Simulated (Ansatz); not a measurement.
`F[BH][GaH][F]` + HI → `[F][GaH][I]` + `BF` at 600 K and 1 bar (cleavage of the Ga–B bond).

Gas-phase electronic energies from Ansatz, PBE0-D4/def2-TZVP geometries. CBS: MP2 limit from def2 TZ/QZ plus the TZ coupled-cluster correction, frozen cores. This one scheme is used for every species. Elements past krypton have def2 core potentials. For Ga, I outer-core shells are correlated without core-valence functions, which leaves a few kJ/mol of doubt a bond. Scalar relativity is left out up to krypton. One conformer a species, not always the lowest.

| species | CCSD(T)/CBS energy (Eh) | H − E (kJ/mol) | S (J/(mol·K)) |
| --- | --- | --- | --- |
| `F[BH][GaH][F]` | -2149.58538 | 108.0 | 394.8 |
| HI | -298.03592 | 31.6 | 227.0 |
| `[F][GaH][I]` | -2321.86103 | 59.9 | 361.8 |
| `BF` | -125.82039 | 83.0 | 253.5 |

H − E and S are ideal-gas, rigid-rotor, harmonic terms from PBE0-D4/def2-TZVP, for one conformer and one mirror image of each species. 1 Eh = 2625.50 kJ/mol, R = 8.31446 J/(mol·K).

Q: By hand: ΔE, ΔH, ΔS and ΔG.

A: ΔE = (-2321.86103) + (-125.82039) − (-2149.58538) − (-298.03592) = -0.06012 Eh = -157.8 kJ/mol. Δ(H − E) = 59.9 + 83.0 − 108.0 − 31.6 = 3.3, so ΔH = -154.5 kJ/mol. ΔS = 361.8 + 253.5 − 394.8 − 227.0 = -6.5 J/(mol·K). ΔG = -154.5 − 600 × (-6.5)/1000 = -150.6 kJ/mol.

Q: By hand: the equilibrium constant, and the temperature at which ΔG would vanish if ΔH and ΔS stayed fixed.

A: log₁₀ K = −ΔG/(RT ln 10) = 13.1. ΔG = 0 at ΔH/ΔS = 23769 K, far beyond where these terms or the molecules hold.

The number of gas molecules stays the same, so ΔS is small and ΔH decides. A doubt of 5 kJ/mol in ΔE shifts log₁₀ K by 0.4 here. Other conformers and mirror images would add mixing entropy, several J/(mol·K) or more a flexible species. Modes under 60 cm⁻¹, often nearly free rotors, make the harmonic entropy too high. These are equilibria of isolated gas molecules and say nothing of rates. Largest T1 diagnostic: 0.015 (customary marks: 0.02 for closed shells, 0.045 for open ones).
